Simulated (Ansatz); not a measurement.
One change: `[NH2][Zn][CH2]F` becomes `[CH3][Zn][NH2]`.

Ansatz, PBE0-D4/def2-TZVP geometries, multiplicity 1. Each molecule was computed in one conformer, which needn't be the lowest.

Scalar relativity is left out up to krypton.

```json
{"property": "HOMO energy (B3LYP/def2-TZVPP) / eV", "`[NH2][Zn][CH2]F`": "-6.62"}
{"property": "HOMO–LUMO gap (B3LYP/def2-TZVPP) / eV", "`[NH2][Zn][CH2]F`": "6.14"}
{"property": "HOMO energy (ωB97M-V/def2-TZVPP) / eV", "`[NH2][Zn][CH2]F`": "-9.24"}
{"property": "LUMO energy (B3LYP/def2-TZVPP) / eV", "`[NH2][Zn][CH2]F`": "-0.49"}
{"property": "size of the dipole moment (ωB97M-V/def2-TZVPP) / D", "`[NH2][Zn][CH2]F`": "1.19"}
{"property": "HOMO–LUMO gap (PBE0/def2-TZVPP) / eV", "`[NH2][Zn][CH2]F`": "6.68"}
```

Task: What does the change do to each property? (An estimate is asked.)

Result: The calculation gave: 
| property | `[CH3][Zn][NH2]` | shift |
| --- | --- | --- |
| HOMO energy (B3LYP/def2-TZVPP) / eV | -6.36 | 0.26 |
| HOMO–LUMO gap (B3LYP/def2-TZVPP) / eV | 6.07 | -0.07 |
| HOMO energy (ωB97M-V/def2-TZVPP) / eV | -8.99 | 0.25 |
| LUMO energy (B3LYP/def2-TZVPP) / eV | -0.29 | 0.20 |
| size of the dipole moment (ωB97M-V/def2-TZVPP) / D | 0.83 | -0.36 |
| HOMO–LUMO gap (PBE0/def2-TZVPP) / eV | 6.61 | -0.07 |

With PBE0 the HOMO rises by 0.25 eV and the LUMO rises by 0.18 eV, so the gap narrows by about 0.07 eV. PBE moves the HOMO by 0.25 eV and ωB97M-V by 0.25 eV. Dipoles are sizes alone; their direction can turn.

B3LYP here is the variant with VWN-RPA as its local correlation; programs differ in this.
